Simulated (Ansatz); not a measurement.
`[CH3][Mo]([NH2])(=[S])=[S]` + H–F → `[CH3][Mo]([F])(=[S])=[S]` + NH₃ at 298.15 K and 1 bar (ligand exchange at a Mo–N bond).

Gas-phase electronic energies from Ansatz, PBE0-D4/def2-TZVP geometries. CCSD(T)/CBS adds triple-zeta CCSD(T) − MP2 to the extrapolated MP2 energy (def2 sets, frozen cores). This one scheme is used for every species. def2 core potentials past Kr. For Mo outer-core shells are correlated without core-valence functions, which leaves a few kJ/mol of doubt a bond. Each species was taken in one conformer, which may not be the lowest.

```json
{"species": "`[CH3][Mo]([NH2])(=[S])=[S]`", "CCSD(T)/CBS energy (Eh)": "-959.56113", "H − E (kJ/mol)": "194.2", "S (J/(mol·K))": "369.7"}
{"species": "H–F", "CCSD(T)/CBS energy (Eh)": "-100.39570", "H − E (kJ/mol)": "33.5", "S (J/(mol·K))": "173.6"}
{"species": "`[CH3][Mo]([F])(=[S])=[S]`", "CCSD(T)/CBS energy (Eh)": "-1003.45925", "H − E (kJ/mol)": "130.4", "S (J/(mol·K))": "361.7"}
{"species": "NH₃", "CCSD(T)/CBS energy (Eh)": "-56.50880", "H − E (kJ/mol)": "100.5", "S (J/(mol·K))": "192.4"}
```

H − E and S are ideal-gas, rigid-rotor, harmonic terms from PBE0-D4/def2-TZVP, for one conformer and one mirror image of each species. 1 Eh = 2625.50 kJ/mol, R = 8.31446 J/(mol·K).

By hand: ΔE, ΔH, ΔS and ΔG.

ΔE = (-1003.45925) + (-56.50880) − (-959.56113) − (-100.39570) = -0.01122 Eh = -29.5 kJ/mol. Δ(H − E) = 130.4 + 100.5 − 194.2 − 33.5 = 3.2, so ΔH = -26.3 kJ/mol. ΔS = 361.7 + 192.4 − 369.7 − 173.6 = 10.8 J/(mol·K). ΔG = -26.3 − 298.15 × (10.8)/1000 = -29.5 kJ/mol.

By hand: the equilibrium constant, and the temperature at which ΔG would vanish if ΔH and ΔS stayed fixed.

log₁₀ K = −ΔG/(RT ln 10) = 5.2. ΔH and −TΔS have one sign here, so there is no such temperature.

The number of gas molecules stays the same, so ΔS is small and ΔH decides. A doubt of 5 kJ/mol in ΔE shifts log₁₀ K by 0.9 here. Other conformers and mirror images would add mixing entropy, several J/(mol·K) or more a flexible species. These are equilibria of isolated gas molecules and say nothing of rates. Largest T1 diagnostic: 0.025 (customary marks: 0.02 for closed shells, 0.045 for open ones).

ΔS is within the doubt of such terms, so its sign, and with it that verdict, could turn.
